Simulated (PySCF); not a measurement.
PySCF job for Sn(OH)(NH2)3 (H₇N₃OSn), SMILES [NH2][Sn]([NH2])([NH2])[OH], PBE0-D3(BJ)/def2-SVP. Geometry optimised at PBE0-D3(BJ)/def2-SVP. The def2 effective core potentials stand for the cores of Sn; spin–orbit coupling is left out. The values are those of a single conformer.

```python
import numpy as np
from pyscf import gto, scf, dft, df
from pyscf.hessian import thermo

mol = gto.M(
    atom='''
    N    -1.23145957   -1.50507504   -0.57997971
    Sn    0.00856240   -0.00171399   -0.00779043
    N     1.97454755   -0.46234098    0.15435501
    N    -0.29000548    1.47006926   -1.37846698
    O    -0.46448266    0.44473368    1.87060691
    H    -0.89943613   -2.41502673   -0.26408285
    H    -1.32076119   -1.55436938   -1.59389836
    H     2.55013653   -0.01203130   -0.55428808
    H     2.34132012   -0.21097156    1.07085478
    H    -1.27731336    1.62638977   -1.57607245
    H     0.10398552    2.36261311   -1.08575899
    H    -1.38176762    0.21265341    2.05655379
    ''',
    basis='def2-SVP',
    ecp={'Sn': 'def2-svp'},
    charge=0,
    spin=0,
    max_memory=1600,
    verbose=3,
)
mf = dft.RKS(mol, xc='pbe0').density_fit(auxbasis='def2-universal-jkfit')
mf.disp = 'd3bj'
mf.grids.level = 3
mf.conv_tol = 1e-11
mf.max_cycle = 100
mf.kernel()

# [left out here: the lines that compute and print the analytic Hessian (its translational invariance restored by hand, since the grid's response is missing), thermochemistry and intensities]
```

Output:

```
converged SCF energy = -457.563778674075

WARN: DFTD3 does not support analytical Hessian, using finite difference


WARN: Mole.unit (angstrom) is changed to Bohr

Mode                                 0                   1                   2
Irrep
Freq [cm^-1]                       70.7355            126.6938            129.4518
Reduced mass [au]                   1.4916              2.7869              1.2206
Force const [Dyne/A]                0.0044              0.0264              0.0121
Char temp [K]                     101.7726            182.2842            186.2523
Normal mode                   x     y     z       x     y     z       x     y     z
       0   N                 0.06 -0.06  0.03    0.02  0.02 -0.09   -0.02  0.03 -0.01
       1  Sn                -0.00  0.00 -0.00    0.00 -0.00 -0.01    0.00  0.00 -0.00
       2   N                -0.02 -0.07  0.02   -0.02 -0.05  0.12    0.01  0.04  0.06
       3   N                -0.02  0.04  0.03   -0.11 -0.00  0.02   -0.04 -0.03 -0.03
       4   O                -0.02  0.07 -0.03    0.10  0.03  0.01    0.00 -0.05  0.01
       5   H                 0.38 -0.09 -0.37   -0.05  0.01 -0.03   -0.11  0.02  0.05
       6   H                -0.33  0.22  0.05    0.11  0.00 -0.10    0.00  0.01 -0.01
       7   H                -0.01 -0.26 -0.09    0.03 -0.24  0.04    0.00 -0.28 -0.14
       8   H                 0.03  0.08 -0.04   -0.05  0.14  0.07    0.05  0.37 -0.05
       9   H                -0.02  0.08  0.10   -0.12 -0.15 -0.03   -0.06  0.31  0.36
      10   H                 0.01  0.02  0.06   -0.25  0.05  0.05    0.42 -0.15 -0.30
      11   H                 0.08 -0.28  0.06    0.03  0.31  0.01    0.04 -0.17  0.03
Mode                                 3                   4                   5
Irrep
Freq [cm^-1]                      159.0892            163.7592            168.7805
Reduced mass [au]                   1.9790              3.1005              2.5869
[...]
Reduced mass [au]                   5.0612              2.1546              2.1161
Force const [Dyne/A]                1.1481              0.5073              0.5044
Char temp [K]                     892.7391            909.5317            915.1717
Normal mode                   x     y     z       x     y     z       x     y     z
       0   N                -0.01 -0.04 -0.03   -0.01 -0.07 -0.04   -0.02 -0.03 -0.02
       1  Sn                 0.01 -0.00 -0.02   -0.02  0.01  0.01   -0.00  0.02 -0.02
       2   N                 0.03  0.01  0.00    0.14  0.00  0.02    0.01 -0.01  0.00
       3   N                -0.01  0.02  0.00   -0.01  0.01 -0.00    0.05 -0.15  0.07
       4   O                -0.05  0.05  0.20    0.02 -0.01 -0.07   -0.01 -0.00  0.03
       5   H                -0.15 -0.07  0.02   -0.29 -0.14  0.03   -0.04 -0.04 -0.03
       6   H                -0.18 -0.07 -0.01   -0.30 -0.10 -0.01   -0.07 -0.03 -0.01
       7   H                 0.09 -0.10 -0.01    0.26 -0.18 -0.00   -0.03  0.04 -0.01
       8   H                 0.07 -0.09  0.01    0.26 -0.22  0.03    0.00  0.06 -0.01
       9   H                 0.02  0.04 -0.15    0.01  0.03 -0.07   -0.03 -0.17  0.44
      10   H                 0.04  0.03 -0.11    0.03 -0.00 -0.01   -0.07 -0.19  0.40
      11   H                -0.07  0.01  0.08    0.02  0.01 -0.04   -0.02  0.04  0.02
Mode                                15                  16                  17
Irrep
Freq [cm^-1]                      647.9297            793.4222            841.8793
Reduced mass [au]                   2.1254              1.0804              1.1168
Force const [Dyne/A]                0.5257              0.4007              0.4664
Char temp [K]                     932.2266           1141.5579           1211.2768
Normal mode                   x     y     z       x     y     z       x     y     z
       0   N                 0.04  0.11  0.06   -0.01  0.02 -0.03    0.00 -0.01  0.04
       1  Sn                -0.03 -0.01 -0.01   -0.00 -0.00 -0.00    0.01  0.00 -0.01
       2   N                 0.11  0.01  0.01    0.00  0.01  0.03   -0.01 -0.01  0.03
       3   N                 0.00 -0.02  0.01    0.04  0.02  0.01   -0.03 -0.01 -0.00
       4   O                -0.01  0.01  0.03   -0.02 -0.01 -0.02   -0.03 -0.02 -0.02
       5   H                 0.31  0.17 -0.03    0.26  0.17  0.13   -0.21 -0.14 -0.12
       6   H                 0.33  0.17  0.02   -0.24 -0.26  0.01    0.19  0.23  0.00
       7   H                 0.24 -0.20 -0.01   -0.19  0.07 -0.09   -0.24  0.10 -0.09
       8   H                 0.20 -0.16  0.02    0.26 -0.12 -0.04    0.26 -0.10 -0.05
       9   H                -0.00 -0.02  0.04   -0.08 -0.30  0.30    0.04  0.17 -0.19
      10   H                -0.02 -0.03  0.09   -0.11  0.21 -0.37    0.07 -0.11  0.18
      11   H                -0.02  0.01  0.00    0.04  0.13  0.39    0.06  0.19  0.64
Mode                                18                  19                  20
Irrep
Freq [cm^-1]                      860.9794            873.8116           1529.7971
Reduced mass [au]                   1.1259              1.1368              1.0940
Force const [Dyne/A]                0.4917              0.5114              1.5085
Char temp [K]                    1238.7577           1257.2203           2201.0374
Normal mode                   x     y     z       x     y     z       x     y     z
       0   N                 0.01 -0.02  0.03    0.02 -0.03  0.04   -0.00  0.00  0.00
       1  Sn                -0.00  0.00  0.00   -0.01  0.00 -0.01    0.00 -0.00 -0.00
       2   N                 0.01  0.01 -0.06   -0.01 -0.00  0.04   -0.07 -0.02 -0.01
       3   N                 0.04  0.02  0.01    0.03  0.03  0.02   -0.00  0.00 -0.00
       4   O                -0.03 -0.01 -0.01    0.02  0.01  0.01    0.00  0.00  0.00
       5   H                -0.21 -0.14 -0.10   -0.33 -0.22 -0.15   -0.00 -0.01 -0.04
       6   H                 0.12  0.19  0.00    0.27  0.32 -0.00   -0.00 -0.04  0.00
       7   H                 0.40 -0.21  0.13   -0.24  0.11 -0.08    0.43  0.17  0.48
       8   H                -0.42  0.17  0.07    0.26 -0.10 -0.05    0.54  0.27 -0.31
       9   H                -0.04 -0.22  0.17   -0.05 -0.24  0.22   -0.01 -0.04 -0.00
      10   H                -0.09  0.15 -0.23   -0.08  0.17 -0.29    0.03 -0.02  0.01
      11   H                 0.02  0.16  0.37   -0.03 -0.11 -0.35    0.00 -0.00  0.00
Mode                                21                  22                  23
Irrep
Freq [cm^-1]                     1537.7389           1544.6421           3548.8442
Reduced mass [au]                   1.0942              1.0902              1.0506
Force const [Dyne/A]                1.5244              1.5326              7.7962
Char temp [K]                    2212.4639           2222.3961           5105.9967
Normal mode                   x     y     z       x     y     z       x     y     z
       0   N                -0.01 -0.04 -0.02   -0.01 -0.05 -0.03    0.01 -0.04 -0.03
       1  Sn                 0.00  0.00 -0.00    0.00  0.00  0.00    0.00  0.00  0.00
       2   N                -0.01 -0.00  0.00   -0.00 -0.00 -0.00    0.00  0.00  0.00
       3   N                 0.02 -0.06  0.01   -0.02  0.04 -0.01   -0.01  0.01  0.00
       4   O                -0.00 -0.00 -0.00   -0.00 -0.00 -0.00   -0.00 -0.00  0.00
       5   H                 0.06  0.14  0.37    0.09  0.19  0.50   -0.20  0.57 -0.23
       6   H                -0.05  0.39 -0.02   -0.08  0.54 -0.03    0.08  0.01  0.67
       7   H                 0.03  0.01  0.04    0.01  0.00  0.01   -0.01 -0.01  0.01
       8   H                 0.05  0.01 -0.02    0.00  0.01 -0.00   -0.01 -0.00 -0.02
       9   H                 0.09  0.53  0.04   -0.06 -0.39 -0.04    0.20 -0.02  0.05
      10   H                -0.47  0.24 -0.15    0.34 -0.18  0.12   -0.09 -0.17 -0.05
      11   H                 0.00  0.00  0.01    0.00 -0.00  0.01    0.00  0.00  0.00
Mode                                24                  25                  26
Irrep
Freq [cm^-1]                     3549.6361           3554.0966           3647.4789
Reduced mass [au]                   1.0504              1.0498              1.0932
Force const [Dyne/A]                7.7980              7.8129              8.5694
Char temp [K]                    5107.1360           5113.5537           5247.9100
Normal mode                   x     y     z       x     y     z       x     y     z
       0   N                -0.00  0.01  0.01   -0.00  0.00  0.00    0.02 -0.04  0.06
       1  Sn                -0.00 -0.00  0.00   -0.00  0.00 -0.00    0.00 -0.00  0.00
       2   N                 0.00  0.00  0.00    0.05  0.03  0.01    0.00  0.00 -0.00
       3   N                -0.03  0.05  0.00    0.00 -0.00 -0.00    0.01  0.01  0.00
       4   O                 0.00 -0.00  0.00   -0.00 -0.00  0.00    0.00 -0.00 -0.00
       5   H                 0.06 -0.17  0.07    0.00 -0.01  0.01   -0.22  0.61 -0.21
       6   H                -0.02 -0.00 -0.20   -0.00 -0.00 -0.01   -0.06 -0.04 -0.65
       7   H                -0.01 -0.00  0.01   -0.37 -0.27  0.49   -0.00 -0.00  0.00
       8   H                -0.00 -0.00 -0.01   -0.24 -0.15 -0.65    0.00  0.00  0.00
       9   H                 0.65 -0.08  0.15   -0.01  0.00 -0.00   -0.10  0.02 -0.02
      10   H                -0.28 -0.55 -0.18    0.01  0.01  0.00   -0.04 -0.10 -0.03
      11   H                -0.00 -0.00  0.00    0.00  0.00  0.00   -0.00 -0.00 -0.00
Mode                                27                  28                  29
Irrep
Freq [cm^-1]                     3649.3449           3660.0171           3891.7576
Reduced mass [au]                   1.0934              1.0944              1.0669
Force const [Dyne/A]                8.5792              8.6375              9.5202
Char temp [K]                    5250.5949           5265.9498           5599.3727
Normal mode                   x     y     z       x     y     z       x     y     z
       0   N                -0.00  0.01 -0.01    0.00 -0.00  0.00   -0.00 -0.00 -0.00
       1  Sn                 0.00  0.00  0.00    0.00 -0.00  0.00   -0.00 -0.00 -0.00
       2   N                 0.00  0.00 -0.00   -0.01 -0.01  0.08    0.00 -0.00  0.00
       3   N                 0.06  0.04  0.02    0.00  0.00  0.00   -0.00  0.00 -0.00
       4   O                 0.00  0.00  0.00    0.00 -0.00 -0.00   -0.06 -0.01  0.01
       5   H                 0.03 -0.10  0.03   -0.00  0.00 -0.00    0.00 -0.00 -0.00
       6   H                 0.01  0.01  0.10   -0.00  0.00 -0.00   -0.00 -0.00 -0.00
       7   H                -0.01 -0.00  0.01    0.40  0.30 -0.48    0.00  0.00 -0.00
       8   H                 0.00  0.00  0.01   -0.24 -0.16 -0.59   -0.00 -0.00 -0.00
       9   H                -0.63  0.10 -0.13   -0.01  0.00 -0.00    0.00 -0.00  0.00
      10   H                -0.26 -0.60 -0.19   -0.00 -0.01 -0.00   -0.00 -0.00 -0.00
      11   H                 0.00  0.00 -0.00   -0.00 -0.00  0.00    0.92  0.23 -0.20
temperature 298.1500 [K]
pressure 101325.00 [Pa]
Rotational constants [GHz] 2.87859 2.70126 2.47877
Symmetry number 1
Zero-point energy (ZPE) 0.08909 [Eh]   233900.278 [J/mol]
                           tot       elec      trans        rot        vib
Entropy [J/mol/K]       403.565      0.000    173.770    113.862    115.932
Cv [J/mol/K]            136.991      0.000     12.472     12.472    112.048
Cp [J/mol/K]            145.305      0.000     20.786     12.472    112.048
Internal energy [J/mol]                      3718.434   3718.434 252477.642
Internal energy [Eh]   -457.46478  -457.56378
Enthalpy [J/mol]                             6197.391   3718.434 252477.642
Enthalpy [Eh]          -457.46384
Gibbs free energy [J/mol]                  -45612.245 -30229.475 217912.392
Gibbs free energy [Eh] -457.50967
mode   freq/cm-1   IR/(km/mol)
   1       70.74        16.102
   2      126.69         5.526
   3      129.45        21.997
   4      159.09         2.698
   5      163.76         4.829
   6      168.78        24.735
   7      181.75        22.586
   8      200.26        40.395
   9      259.08       126.484
  10      527.98       130.290
  11      542.97       164.798
  12      554.43       148.104
  13      620.48        81.908
  14      632.16        57.029
  15      636.08        55.639
  16      647.93        39.257
  17      793.42        14.041
  18      841.88        30.487
  19      860.98        24.952
  20      873.81        88.023
  21     1529.80        11.988
  22     1537.74        30.054
  23     1544.64         3.666
  24     3548.84         8.451
  25     3549.64        13.790
  26     3554.10        13.289
  27     3647.48        17.489
  28     3649.34        14.742
  29     3660.02        20.691
  30     3891.76        55.733
max |gradient| / (hartree/bohr): 4.721200092340158e-05
APT charges: [-0.7406  1.9647 -0.7387 -0.7656 -0.8294  0.1505  0.1385  0.1432  0.1437
  0.1381  0.1485  0.2473]
```

The run converged.

Cost: very roughly 2.6 core-minutes.
